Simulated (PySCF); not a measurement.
# Bond length, frequency and bond energy of SnGe⁺ by level of theory

State: ⁴Σ⁻ (quartet), unpaired electrons σ ↑, π ↑↑. Set-up: basis Sn cc-pVDZ-PP with ECP28, Ge cc-pVDZ-PP with ECP10; scalar-relativistic core potentials; PySCF 2.14. De refers to Sn⁺ + Ge in their high-spin ground configurations, without counterpoise correction. The functionals are run spin-unrestricted. A positive dipole points towards Ge; it is taken about the centre of mass and depends on that origin.

```csv
Level,Re (Å),ωe (cm⁻¹),De (eV),μ (D)
UHF,2.592,230,1.43,-0.32
UHF-MP2,2.599,225,2.34,n/a
UHF-SCS-MP2,2.580,236,2.03,n/a
UHF-CCSD,2.621,215,2.19,n/a
UHF-CCSD(T),2.631,209,2.33,n/a
PBE,2.652,196,2.97,0.20
PW91,2.650,196,3.01,0.22
r²SCAN,2.611,208,2.89,0.10
r²SCANh,2.600,213,2.80,0.08
PBE0,2.606,214,2.71,0.09
B97-3,2.632,207,2.49,-0.02
HSE06,2.613,211,2.75,0.11
```

Question: Which functional lies closest to UHF-CCSD(T) in De, which farthest, and by how much do they differ from it?

Answer: Closest is B97-3 (+0.1 pm in Re, -1.0 % in ωe, +0.16 eV in De against UHF-CCSD(T) in the same basis), farthest PW91 (+1.9 pm in Re, -6.2 % in ωe, +0.68 eV in De). CCSD(T) converges more slowly with the basis than the functionals do and binds too weakly in this one, so the order can change at the basis-set limit.

Question: What does a quarter of exact exchange do here, going from PBE to PBE0?

Answer: PBE0 less PBE: -4.6 pm in Re, +9.2 % in ωe, -0.26 eV in De. Exact exchange removes part of the self-interaction that spreads semilocal densities, and in most molecules shortens and stiffens the bond and lowers De; so it does here.

Question: What does the step from GGA to meta-GGA do here, going from PBE to r²SCAN?

Answer: r²SCAN less PBE: -4.1 pm in Re, +6.1 % in ωe, -0.08 eV in De. 

Correlated steps freeze 8 core orbitals. Correlated levels converge slowly with the basis: in double zeta they bind strong bonds too weakly, by up to about 1 eV, and carry superposition errors of some tenths. Spin–orbit coupling is left out, which matters for elements this heavy, above all for dissociation energies. For an ion De counts to the pair picked by the measured ionisation energies or electron affinities, which need not be the lowest pair at this level. The state was picked by a PBE0 search and need not be the measured ground state.

The whole job (state search and all levels along the bond) took about 1.6 min on 1 thread of Intel Xeon 6975P-C (shared host), peak memory 0.54 GiB.
